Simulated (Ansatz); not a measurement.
Energy difference R1 → P1 + P2, each structure at its B3LYP-D3(BJ)/def2-TZVP stationary point, reached from a drawn start (curvature not checked).
P1: CuHO (SMILES [OH][Cu]), charge 0, multiplicity 1.
R1, CuH2O2 (SMILES [OH][Cu][OH]) (charge 0, multiplicity 2):
```xyz
5

Cu     0.000     0.000     0.000
O      1.754    -0.035     0.015
H      2.164    -0.770     0.485
O     -1.754     0.034    -0.015
H     -2.164     0.770    -0.485
```
P2: OH (SMILES [OH]), charge 0, multiplicity 2.

P less R. No zero-point or thermal terms; singlets are restricted closed shells; open shells are unrestricted; no spin–orbit coupling. The spin states of the d-block species are the ones drawn and need not be the lowest.

Correlated levels freeze the cores.

The values were computed with Ansatz (a quantum-chemistry and plane-wave program). No computed number here is a measurement.

Total energies in hartree:

```
structure  PBE/def2-TZVPP  PBE0/def2-TZVPP  CCSD(T)/def2-QZVPP
---------  --------------  ---------------  ------------------
P1           -1716.049864     -1716.038926        -1715.208520
R1           -1791.858714     -1791.835116        -1790.967885
P2             -75.683357       -75.687130          -75.662568
```

**Question.** Work out the reaction energy at each level in eV (1 hartree = 27.21139 eV), and say how far PBE/def2-TZVPP lies from CCSD(T)/def2-QZVPP.

**Answer.** 
- PBE/def2-TZVPP: (-1716.049864) + (-75.683357) − (-1791.858714) = 0.125493 hartree = 3.415 eV
- PBE0/def2-TZVPP: (-1716.038926) + (-75.687130) − (-1791.835116) = 0.109060 hartree = 2.968 eV
- CCSD(T)/def2-QZVPP: (-1715.208520) + (-75.662568) − (-1790.967885) = 0.096797 hartree = 2.634 eV
PBE/def2-TZVPP less CCSD(T)/def2-QZVPP: 0.781 eV. CCSD(T)/def2-QZVPP is the level counted from, the highest shown, and no exact or measured value.
